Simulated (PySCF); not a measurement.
A side-by-side comparison of computed properties.

First species: H₃O₄P.
SMILES: `O=P(O)(O)O`

Second species: C₇H₁₄.
Atom-mapped SMILES: `[CH3:1][CH:2]1[CH2:3][CH2:4][CH2:5][CH2:6][CH2:7]1` (hydrogens: H8, H9, H10 on C1; H11 on C2; H12, H13 on C3; H14, H15 on C4; H16, H17 on C5; H18, H19 on C6; H20, H21 on C7)

Levels: PBE0/pcSseg-1 for HOMO energy, LUMO energy and HOMO–LUMO gap. Geometries: GFN2-xTB. Each structure is a single optimised conformer of the isolated species, non-relativistic unless stated; the electronic structure was computed with PySCF and density fitting.

Dipoles, sizes and rotational constants follow the conformer. The torsions of the flexible species, by atom-mapped SMILES:
- `[O:1]=[P:2]([OH:3])([OH:4])[OH:5]`: H–O3–P2–O1 18°, H–O4–P2–O1 2°, H–O5–P2–O1 178°

The conformers of `CC1CCCCC1` aren't listed.

Values for the first species:

```
HOMO energy   : -8.86 eV
LUMO energy   : 0.41 eV
HOMO–LUMO gap : 9.27 eV
```

Estimate the same properties for the second species, and the change in each.

```csv
property,first,second,second less first
HOMO energy,-8.86 eV,-8.21 eV,+0.65 eV
LUMO energy,0.41 eV,1.57 eV,+1.16 eV
HOMO–LUMO gap,9.27 eV,9.78 eV,+0.51 eV
```

